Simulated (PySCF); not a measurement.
Computed properties of C3H10Si3, SMILES C=CC1[SiH2][SiH2][SiH2]1

C3H10Si3, SMILES C=CC1[SiH2][SiH2][SiH2]1. Geometry: B3LYP-D3(BJ)/def2-SVP. This is a generated structure with no PubChem entry under its InChIKey; it may be hypothetical. Other conformers were not sampled. All values are computed for the isolated molecule unless a solvent is named; none is compared with measurement here.

**Structure.** The optimised structure has Cs symmetry. All 42 harmonic modes at B3LYP-D3(BJ)/def2-SVP (PySCF) are real, so it is a minimum. With heavy atoms numbered as in [CH2:1]=[CH:2][CH:3]1[SiH2:4][SiH2:5][SiH2:6]1, the shortest bond between them is C1–C2 at 1.339 Å and the longest Si5–Si6 at 2.364 Å.

**Vibrations.** The strongest infrared lines (harmonic, unscaled, degenerate partners summed) lie at 793 cm⁻¹ (256 km/mol, H 81 %, Si 15 %), 927 cm⁻¹ (208 km/mol, H 95 %), 2198 cm⁻¹ (176 km/mol, H 98 %). The softest mode is at 70 cm⁻¹ and the zero-point energy is 69.5 kcal/mol.

**Electronic structure.** PBE0/def2-TZVP (PySCF) places the frontier levels at -6.83 and -0.56 eV, a gap of 6.27 eV, and gives a dipole moment of 0.35 D. PBE/def2-TZVP (PySCF) at the same geometry gives -5.84 and -1.39 eV, so its gap is 1.82 eV narrower. An orbital gap is neither the optical nor the fundamental gap.

**Excitations.** TDA-M06-2X/def2-SVPD (PySCF) has S1 at 5.41 eV (229 nm, f = 0.002, dark); the most intense of the 6 singlets computed lies at 6.26 eV (f = 0.67). T1 (TDA) is at 4.38 eV, 1.03 eV under S1. TDA-PBE/def2-SVPD (PySCF) puts S1 at 4.57 eV. No vertical singlet excitation falls in the visible range (under 3.1 eV).

**NMR.** GIAO shifts at HF/pcSseg-1 (PySCF) (non-relativistic, atoms alike by connectivity averaged): ¹³C from 17.9 to 150.3 ppm against TMS; ¹H from 1.7 to 6.3 ppm against TMS; ²⁹Si from -92.4 to -46.4 ppm against TMS.

**Solvation.** SMD-ωB97X/def2-SVP (PySCF) gives 3.3 kcal/mol in water, -1.1 kcal/mol in N,N-dimethylformamide, -2.0 kcal/mol in toluene (1 M in both phases, gas-phase geometry); of these solvents toluene holds the molecule best.
